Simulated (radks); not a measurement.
Results of a calculation; reference values are marked as such.
Effect of the nuclear size on neutral scandium, [Ar] 3d1 4s2. Level of theory: Dirac Kohn-Sham, exchange-only LDA, spin-unpolarised, spherical densities, finite nucleus; open shells are shared between the two j in proportion to 2j + 1; Fermi nuclear charge, rms radius 3.5459 fm (a radial shooting solver on a logarithmic mesh with Libxc functionals). The rms radius is varied about that value; shifts are against it.

rms radius (fm)	total energy shift (eV)	density at nucleus (e/bohr^3)	1s1/2 shift (meV)	2s1/2 shift (meV)	3s1/2 shift (meV)
3.1381	-0.00837	7237	-3.53	-0.286	-0.036
3.3083	-0.00499	7226	-2.11	-0.171	-0.021
3.5459	0	7212	0.000	0.000	0.000
3.7232	0.00395	7202	1.67	0.135	0.017
4.2232	0.0161	7177	6.79	0.549	0.068

Slopes of the eigenvalues against <r^2> in GHz/fm^2, as finite differences over the two radii next to the reference (eigenvalue slopes, not the field-shift constants of lines): 1s1/2 313, 2s1/2 25.3, 3s1/2 3.15.
